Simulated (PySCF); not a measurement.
Geometry:
```json
{"atom": "Si1", "x (Å)": "2.793", "y (Å)": "-0.710", "z (Å)": "0.134"}
{"atom": "Si2", "x (Å)": "1.317", "y (Å)": "0.920", "z (Å)": "0.950"}
{"atom": "Si3", "x (Å)": "-0.384", "y (Å)": "1.381", "z (Å)": "-0.610"}
{"atom": "C4", "x (Å)": "-1.701", "y (Å)": "0.053", "z (Å)": "-0.580"}
{"atom": "C5", "x (Å)": "-2.238", "y (Å)": "-0.482", "z (Å)": "0.726"}
{"atom": "C6", "x (Å)": "-1.405", "y (Å)": "-1.362", "z (Å)": "-0.143"}
{"atom": "H7", "x (Å)": "3.312", "y (Å)": "-0.290", "z (Å)": "-1.205"}
{"atom": "H8", "x (Å)": "2.087", "y (Å)": "-2.019", "z (Å)": "-0.028"}
{"atom": "H9", "x (Å)": "3.953", "y (Å)": "-0.910", "z (Å)": "1.056"}
{"atom": "H10", "x (Å)": "0.741", "y (Å)": "0.455", "z (Å)": "2.254"}
{"atom": "H11", "x (Å)": "2.096", "y (Å)": "2.172", "z (Å)": "1.214"}
{"atom": "H12", "x (Å)": "0.250", "y (Å)": "1.468", "z (Å)": "-1.965"}
{"atom": "H13", "x (Å)": "-0.982", "y (Å)": "2.721", "z (Å)": "-0.306"}
{"atom": "H14", "x (Å)": "-2.442", "y (Å)": "0.144", "z (Å)": "-1.383"}
{"atom": "H15", "x (Å)": "-1.800", "y (Å)": "-0.113", "z (Å)": "1.659"}
{"atom": "H16", "x (Å)": "-3.311", "y (Å)": "-0.678", "z (Å)": "0.790"}
{"atom": "H17", "x (Å)": "-1.897", "y (Å)": "-2.173", "z (Å)": "-0.687"}
{"atom": "H18", "x (Å)": "-0.391", "y (Å)": "-1.610", "z (Å)": "0.187"}
```

Geometry: PBE0-D3(BJ)/def2-SVP; GIAO shifts from PySCF, gas phase, non-relativistic, averaged over equivalent atoms.

At CAM-B3LYP/pcSseg-1 (183 basis functions, 35 s wall time on 1 thread of an Arm Neoverse V2, shared host):
```
   atoms  δ (ppm)
     Si3    -56.7
     Si1   -101.1
     Si2   -123.1
   C5/C6      3.7
      C4    -10.0
 H12/H13     4.18
H7/H8/H9     3.53
 H10/H11     3.02
 H16/H17     0.68
 H15/H18     0.26
     H14    -0.22
```

Scale: 29Si (σ = 343.41 ppm), 13C (σ = 182.45 ppm), 1H (σ = 31.33 ppm) against TMS (reference shieldings calculated alike).

Predict the values at PBE0/pcSseg-1 on the same geometry.

Answers


```
   atoms  δ at PBE0/pcSseg-1  change
     Si3               -56.1    +0.6
     Si1              -100.3    +0.8
     Si2              -126.4    -3.3
   C5/C6                 4.7    +1.0
      C4                -9.3    +0.7
 H12/H13                4.33   +0.15
H7/H8/H9                3.64   +0.11
 H10/H11                3.12   +0.10
 H16/H17                0.69   +0.01
 H15/H18                0.27   +0.01
     H14               -0.17   +0.05
```

Chemical shifts δ = σref − σ; 29Si (351.99 ppm), 13C (184.41 ppm), 1H (31.27 ppm) vs TMS, all at this level.

The largest change is at Si2 (silicon bonded to 2 Si, 2 H). Cost: 183 basis functions, 35 s wall time on 1 thread of an Arm Neoverse V2, shared host.
